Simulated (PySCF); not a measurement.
Delta-SCF ions had no search for a lower state. Excitations are Tamm–Dancoff values on a coarser integration grid. The basis has no diffuse functions, so Rydberg states are missing or too high.

Z-matrix (Å, degrees):
```
C
C 1 1.3658
O 2 1.3357 1 111.86
C 3 1.3691 2 106.88 1 0.00
C 4 1.3417 3 110.07 2 0.00
H 4 1.0751 5 134.29 1 180.00
H 5 1.0769 4 126.42 6 0.00
H 2 1.0771 3 116.26 4 180.00
B 1 1.5143 2 125.03 8 0.01
H 9 1.1916 1 121.01 2 179.98
H 9 1.1923 10 119.44 1 179.98
```
Charge 0, multiplicity 1.

Predict the dipole moment, S1 excitation (TDA), brightest of the four lowest singlets (TDA), vertical ionisation energy (Delta-SCF), S1 oscillator strength, S1–T1 gap (TDA), HOMO–LUMO gap and HOMO from CAM-B3LYP-D3(BJ)/def2-TZVP (PySCF 2.14.0).


```
Property                                       Result
-------------------------------------------  --------
dipole moment                                  1.15 D
S1 excitation (TDA)                           5.22 eV
brightest of the four lowest singlets (TDA)   6.31 eV
vertical ionisation energy (Delta-SCF)        9.24 eV
S1 oscillator strength                          0.083
S1–T1 gap (TDA)                               1.64 eV
HOMO–LUMO gap                                 7.85 eV
HOMO                                         -8.42 eV
```
